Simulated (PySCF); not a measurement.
In(CF3)(OH)2 (CH₂F₃InO₂), SMILES [OH][In]([OH])[C](F)(F)F.

Geometry optimised at B3LYP-D3(BJ)/def2-SVP. The def2 effective core potentials stand for the cores of In; spin–orbit coupling is left out. The values are those of a single conformer.

Calculation: PBE/def2-TZVP (PySCF).

The molecule is in vacuum.

| Property | Result |
|---|---|
| total energy | -679.19644 hartree |
| highest occupied level | -7.00 eV |
| lowest empty level | -2.82 eV |
| orbital gap | 4.18 eV |
| dipole moment | 1.40 D |
| quadrupole, principal values (traceless, Buckingham form, about the centre of nuclear charge) | -5.64, 0.78, 4.86 D·Å |
| mean static polarisability | 59.7 bohr³ (8.85 Å³) |
| polarisability, principal values | 44.5, 62.2, 72.5 bohr³ |
